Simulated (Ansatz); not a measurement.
System: CHCl, charge 0, singlet. A triplet may lie lower; no result for it is given here. CHCl (SMILES [CH]Cl).
B3LYP-D3(BJ)/def2-TZVP minimum from Ansatz (an electronic-structure program):
```
C
H 1 1.1091
Cl 1 1.6972 2 102.31
```
Charge 0, spin multiplicity 1.

Hartree-Fock and MP2 correlation energies in hartree (Ansatz). Radicals and triplets start from unrestricted determinants; spin-orbit coupling is neglected. Cores are frozen in correlated methods. No relativity. The restricted determinant of CHCl ([CH]Cl, singlet) is unstable towards broken spin symmetry in at least one set run.

| basis | X | E(HF) | E(corr, MP2) |
|---|---|---|---|
| cc-pV(T+d)Z | 3 | -497.85507 | -0.32688 |
| cc-pV(Q+d)Z | 4 | -497.86133 | -0.35538 |
| cc-pV(5+d)Z | 5 | -497.86265 | withheld |

Task: Fit E(corr) = E∞ + A/X³ to X = 3 and 4, predict X = 5, and compare with the run.

Result: A = (-0.32688 - (-0.35538))/(1/27 - 1/64) = 1.3310; E∞ = -0.35538 - A/64 = -0.37618; at X = 5, E∞ + A/125 = -0.36553. The run gave -0.36727, 1.74 mEh below the prediction. The same form on X = 4 and 5 gives E∞ = -0.37974, 3.57 mEh below the first estimate.
